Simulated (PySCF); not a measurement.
ClZn (SMILES [Cl][Zn+]), charge +1, singlet, geometry from GFN2-xTB (such geometries of metal compounds can be far from the true shape); PySCF with BLYP/def2-SVP.

The PySCF input:
```python
from pyscf import gto, scf, dft

mol = gto.Mole()
mol.atom = '''
    Zn   -0.000000   -0.000000   -0.732351
    Cl    0.000000    0.000000    1.292384
'''
mol.basis = 'def2-svp'
mol.charge = 1
mol.spin = 0
mol.verbose = 4
mol.build()

mf = dft.RKS(mol)
mf.xc = 'blyp'
mf.kernel()
mf.analyze()
```

Output, abridged:

```
PySCF version 2.14.0

[INPUT] verbose = 4
[INPUT] num. atoms = 2
[INPUT] num. electrons = 46
[INPUT] charge = 1
[INPUT] spin (= nelec alpha-beta = 2S) = 0
[INPUT] symmetry False subgroup None
[INPUT] Mole.unit = angstrom
[INPUT] Symbol           X                Y                Z      unit          X                Y                Z       unit  Magmom
[INPUT]  1 Zn     0.000000000000   0.000000000000  -0.732351000000 AA    0.000000000000   0.000000000000  -1.383942817051 Bohr   0.0
[INPUT]  2 Cl     0.000000000000   0.000000000000   1.292384000000 AA    0.000000000000   0.000000000000   2.442251807770 Bohr   0.0

nuclear repulsion = 133.291703639834
number of shells = 19
number of NR pGTOs = 109
number of NR cGTOs = 49
basis = def2-svp
ecp = {}

******** <class 'pyscf.dft.rks.RKS'> ********
method = RKS
initial guess = minao
damping factor = 0
level_shift factor = 0
DIIS = <class 'pyscf.scf.diis.CDIIS'>
diis_start_cycle = 1
diis_space = 8
diis_damp = 0
SCF conv_tol = 1e-09
SCF conv_tol_grad = None
SCF max_cycles = 50
direct_scf = True
direct_scf_tol = 1e-13
XC library pyscf.dft.libxc version 7.1.2
    S. Lehtola, C. Steigemann, M. J. T. Oliveira, and M. A. L. Marques,  SoftwareX 7, 1–5 (2018)
XC functionals = blyp
    A. D. Becke,  Phys. Rev. A 38, 3098 (1988)
    C. Lee, W. Yang, and R. G. Parr,  Phys. Rev. B 37, 785 (1988)
    B. Miehlich, A. Savin, H. Stoll, and H. Preuss,  Chem. Phys. Lett. 157, 200 (1989)
radial grids:
    Treutler-Ahlrichs [JCP 102, 346 (1995); DOI:10.1063/1.469408] (M4) radial grids

becke partition: Becke, JCP 88, 2547 (1988); DOI:10.1063/1.454033
pruning grids: <function nwchem_prune>
grids dens level: 3
symmetrized grids: False
atomic radii adjust function: <function treutler_atomic_radii_adjust>
small_rho_cutoff = 0
Set gradient conv threshold to 3.16228e-05
Initial guess from minao.
tot grids = 39520
init E= -2239.01626289304
  HOMO = -0.300236790552722  LUMO = -0.153639163197778  gap/eV = 3.98912
cycle= 1 E= -2238.83817790927  delta_E= 0.178  |g|= 0.722  |ddm|= 1.98

WARN: HOMO -0.406966384570464 == LUMO -0.406966384570456

cycle= 2 E= -2237.24960370943  delta_E= 1.59  |g|= 2.06  |ddm|= 3.84
  HOMO = -0.557513056931477  LUMO = -0.424833576330879  gap/eV = 3.61039
cycle= 3 E= -2238.91979315368  delta_E= -1.67  |g|= 0.382  |ddm|= 3.57
  HOMO = -0.481369983744428  LUMO = -0.429656130067379  gap/eV = 1.40721
cycle= 4 E= -2238.9456583027  delta_E= -0.0259  |g|= 0.196  |ddm|= 0.865
  HOMO = -0.497815708519417  LUMO = -0.435823385340118  gap/eV = 1.68690
cycle= 5 E= -2238.95895300278  delta_E= -0.0133  |g|= 0.0315  |ddm|= 0.393
  HOMO = -0.496821852734074  LUMO = -0.436416768696628  gap/eV = 1.64371
cycle= 6 E= -2238.95922079902  delta_E= -0.000268  |g|= 0.00907  |ddm|= 0.0606
  HOMO = -0.497116295313772  LUMO = -0.435687383224728  gap/eV = 1.67157
cycle= 7 E= -2238.95925164684  delta_E= -3.08e-05  |g|= 0.000926  |ddm|= 0.018
  HOMO = -0.497070803761296  LUMO = -0.435785651845231  gap/eV = 1.66765
cycle= 8 E= -2238.95925198154  delta_E= -3.35e-07  |g|= 6.5e-05  |ddm|= 0.002
  HOMO = -0.497069049709259  LUMO = -0.43579214886141  gap/eV = 1.66743
cycle= 9 E= -2238.95925198179  delta_E= -2.54e-10  |g|= 2.87e-05  |ddm|= 5.86e-05
  HOMO = -0.49708207880939  LUMO = -0.435790549266348  gap/eV = 1.66783
Extra cycle  E= -2238.95925197953  delta_E= 2.26e-09  |g|= 8.29e-05  |ddm|= 0.000214
converged SCF energy = -2238.95925197953
**** SCF Summaries ****
Total Energy =                       -2238.959251979527835
Nuclear Repulsion Energy =             133.291703639834367
One-electron Energy =                -3368.725524528464575
Two-electron Energy =                  996.474568909102231
Two-electron Coulomb Energy =         1095.674609397836093
DFT Exchange-Correlation Energy =      -99.200040488733862
HOMO-LUMO gap [eV] =                     1.667827470151944
**** MO energy ****
MO #1   energy= -346.160458624691  occ= 2
MO #2   energy= -100.939161753371  occ= 2
MO #3   energy= -42.021131242151   occ= 2
MO #4   energy= -37.1132535567491  occ= 2
MO #5   energy= -37.1132535558516  occ= 2
MO #6   energy= -37.1129037311853  occ= 2
MO #7   energy= -9.40562119264891  occ= 2
MO #8   energy= -7.24545919443837  occ= 2
MO #9   energy= -7.23324578708127  occ= 2
MO #10  energy= -7.23324578701329  occ= 2
MO #11  energy= -4.93871782745605  occ= 2
MO #12  energy= -3.37891759555471  occ= 2
MO #13  energy= -3.37514663487979  occ= 2
MO #14  energy= -3.37514663446457  occ= 2
MO #15  energy= -0.96506353585137  occ= 2
MO #16  energy= -0.741555567854625 occ= 2
MO #17  energy= -0.738538292678026 occ= 2
MO #18  energy= -0.738538292233345 occ= 2
MO #19  energy= -0.731344852965711 occ= 2
MO #20  energy= -0.731344169377456 occ= 2
MO #21  energy= -0.576634717130581 occ= 2
MO #22  energy= -0.497082079483855 occ= 2
MO #23  energy= -0.49708207880939  occ= 2
MO #24  energy= -0.435790549266348 occ= 0
MO #25  energy= -0.246755738528521 occ= 0
MO #26  energy= -0.246755737801463 occ= 0
MO #27  energy= -0.118555774996072 occ= 0
MO #28  energy= -0.103468226951204 occ= 0
MO #29  energy= 0.298552648820962  occ= 0
MO #30  energy= 0.443757468495239  occ= 0
MO #31  energy= 0.452674875225468  occ= 0
 ** Mulliken pop on meta-lowdin orthogonal AOs  **
 ** Mulliken pop  **
 ** Mulliken atomic charges  **
charge of    0Zn =      1.25457
charge of    1Cl =     -0.25457

WARN: System has nonzero charge 1; the dipole moment is origin-dependent.
Location of origin: [0. 0. 0.]

Dipole moment(X, Y, Z, Debye): -0.00000, -0.00000, -4.84236
```
